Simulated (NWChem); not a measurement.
## A calculation on HBF2S

SMILES: FB(S)F
```xyz
5

B     -0.1163     0.4508     0.0000
F     -1.3666     0.8645     0.0000
F      0.8436     1.3562     0.0000
S      0.2323    -1.3174     0.0000
H      1.5729    -1.1613     0.0000
```
Charge 0, spin multiplicity 1.

Everything below was run with NWChem. Structure: optimised with PBE0/def2-SVP, a minimum by its harmonic frequencies. It is one conformer; others weren't searched.

Symmetry labels belong to the abelian group Cs used in the runs, with the axes of the coordinates shown.

The Pople sets run with spherical d functions. The structure started from a generated list of species.

Q: List the lowest 4 singlet excitations that CIS/6-31+G* (spherical d) gives, with oscillator strengths.

A: 
```json
[
 {"state": "1", "symmetry": "a\"", "energy (eV)": "7.13", "wavelength (nm)": "174", "f": "0.019"},
 {"state": "2", "symmetry": "a\"", "energy (eV)": "8.09", "wavelength (nm)": "153", "f": "0.097"},
 {"state": "3", "symmetry": "a'", "energy (eV)": "8.94", "wavelength (nm)": "139", "f": "0.138"},
 {"state": "4", "symmetry": "a\"", "energy (eV)": "9.36", "wavelength (nm)": "132", "f": "0.021"}
]
```
